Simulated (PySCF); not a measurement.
Compound: C4H3N2O3S (doublet state).
Z-matrix (Å and degrees, GFN2-xTB geometry), rows numbered from 1:
```
O 
S   1  1.4370
O   2  1.4395  1  117.11
O   2  1.4381  1  117.22  3   150.11
C   2  1.8941  1  101.02  3  -104.32
C   5  1.3895  2  118.29  1     2.43
C   6  1.3851  5  113.82  2   179.31
C   7  1.3985  6  119.15  5    -0.03
N   8  1.3229  7  121.98  6    -0.08
N   5  1.2751  2  119.30  1  -178.40
H   6  1.0782  5  120.50  2    -0.80
H   7  1.0797  6  120.63  5   179.95
H   8  1.0798  7  122.53  6   179.90
```

The species is `[O]S(=O)(=O)c1cccnn1` [radical].

The calculation used UKS B3LYP, pcH-1 on C H N O S, non-relativistic, mean-field spin-orbit, GIAO in PySCF. Isolated species at its GFN2-xTB geometry, gas phase. The geometry wasn't refined by DFT: couplings that depend on bond lengths, twists or pyramidal angles can differ widely from those at the functional's own minimum.

Output of the driver script. The program numbers atoms from 0.

```
UKS, coarse grid
  cycle   1  E = -886.98889122  |g| = 1.06e+00
  cycle   2  E = -880.88534037  |g| = 3.15e+00
  cycle   3  E = -887.14294941  |g| = 6.52e-01
  cycle   4  E = -887.36847371  |g| = 2.60e-01
  cycle   5  E = -887.36155899  |g| = 2.75e-01
  cycle   6  E = -887.39693206  |g| = 9.22e-02
  cycle   7  E = -887.40083969  |g| = 4.02e-02
  cycle   8  E = -887.40118786  |g| = 3.47e-02
  cycle   9  E = -887.40184002  |g| = 1.08e-02
  cycle  10  E = -887.40191386  |g| = 5.43e-03
  cycle  11  E = -887.40193021  |g| = 2.73e-03
  cycle  12  E = -887.40193706  |g| = 1.43e-03
  cycle  13  E = -887.40193843  |g| = 5.21e-04
UKS, final grid
  cycle   1  E = -887.40192661  |g| = 1.01e-03
  cycle   2  E = -887.40192462  |g| = 3.04e-03
  cycle   3  E = -887.40192932  |g| = 4.24e-04
  cycle   4  E = -887.40193007  |g| = 3.72e-04
  cycle   5  E = -887.40192973  |g| = 3.83e-04
  cycle   6  E = -887.40192669  |g| = 3.92e-04
  cycle   7  E = -887.40192327  |g| = 4.15e-04
  cycle   8  E = -887.40191756  |g| = 4.62e-04
  cycle   9  E = -887.40191126  |g| = 5.15e-04
  cycle  10  E = -887.40191126  |g| = 4.49e-04
  cycle  11  E = -887.40190744  |g| = 5.31e-04
  cycle  12  E = -887.40189941  |g| = 2.60e-03
  cycle  13  E = -887.40189639  |g| = 3.41e-03
  cycle  14  E = -887.40190162  |g| = 1.96e-03
  cycle  15  E = -887.40190470  |g| = 1.95e-04
  cycle  16  E = -887.40190374  |g| = 1.32e-04
  cycle  17  E = -887.40190375  |g| = 7.03e-05
  cycle  18  E = -887.40190372  |g| = 8.94e-05
  cycle  19  E = -887.40190375  |g| = 6.60e-05
  cycle  20  E = -887.40190376  |g| = 2.29e-05
  cycle  21  E = -887.40190374  |g| = 3.81e-05
  cycle  22  E = -887.40190373  |g| = 2.11e-05
E = -887.40190373 Eh   <S^2> = 0.7546 (exact 0.7500)
g shifts (ppm)      1          2          3
  rmc          -275       -275       -275
  gc             14         12        -76
  oz_so     -154300       4219      10829
  total     -154524       3995      10479
hyperfine (MHz)  atom isotope    a_iso     a_fc   dipolar eigenvalues
    0   17O       0.63       0.63    -15.08      7.31      7.76
    1   33S     -23.44     -23.44     -0.56     -0.16      0.72
    2   17O      -1.50      -1.50    -36.39     17.93     18.46
    3   17O      -0.29      -0.29    -31.79     15.71     16.08
    4   13C     251.35     251.35    -18.67    -13.32     31.99
    5   13C      39.57      39.57     -9.87     -8.37     18.24
    6   13C       4.24       4.24     -4.16     -0.02      4.18
    7   13C      28.16      28.16     -8.77     -5.51     14.28
    8   14N      94.66      94.66     -6.13     -5.82     11.95
    9   14N     172.34     172.34    -18.25    -15.27     33.52
   10    1H      -1.69      -1.69     -4.90     -0.79      5.69
   11    1H      39.55      39.55     -1.59     -0.75      2.34
   12    1H      -1.34      -1.34     -3.76     -1.61      5.37
```

Task: Can this result be taken as it stands? Point to the evidence in the output.

Result: No. The largest g shift is -0.155, past the limit of 0.03 at which the run flags a species of elements up to argon. The orbital-Zeeman/spin–orbit term is second order, a sum of spin–orbit matrix elements over excitation energies, so it grows and becomes less reliable as an excited state comes close; a shift this large should be checked with a method that treats spin–orbit coupling variationally or among several states. The contact and dipolar couplings don't rest on that expansion, but they belong to the state that the SCF found, and a close-lying state with the spin in another orbital would have other couplings; no stability test was run. The run left out the spin–orbit part of the hyperfine coupling.

Task: Where is the spin in this solution (atoms counted from 1)?

Result: Largest spin populations (Mulliken): N10 (+0.42), C5 (+0.13), N9 (+0.11) and O3 (+0.11). No atom but N10 exceeds +0.15. ⟨S²⟩ = 0.7546 against the exact 0.7500, so spin contamination is small. The SMILES `[O]S(=O)(=O)c1cccnn1` draws the unpaired electron on O1, whose computed spin population is only +0.04.

Task: Average a_iso over equivalent nuclei, turn it into first-order splittings with g = 2.0023, and give the multiplets for abundant isotopes (0.05 mT or more).

Result: 
```tsv
nuclei (from 1)	isotope	I	position	a_iso (MHz)	|a| (mT)	splits into
N10	14N	1	largest spin population	172.3	6.15	1:1:1 triplet
N9	14N	1	1 bond from N10	94.7	3.38	1:1:1 triplet
H12	1H	1/2	4 bonds from N10	39.5	1.41	1:1 doublet
H11	1H	1/2	3 bonds from N10	-1.7	0.06	1:1 doublet
```

The run took 2.2 min wall (with the writing of density and orbital grids) on one thread of an Arm Neoverse V1, no GPU, shared host with 64 logical CPUs at a one-minute load of 24, and the process peaked at 1.1 GiB of memory.
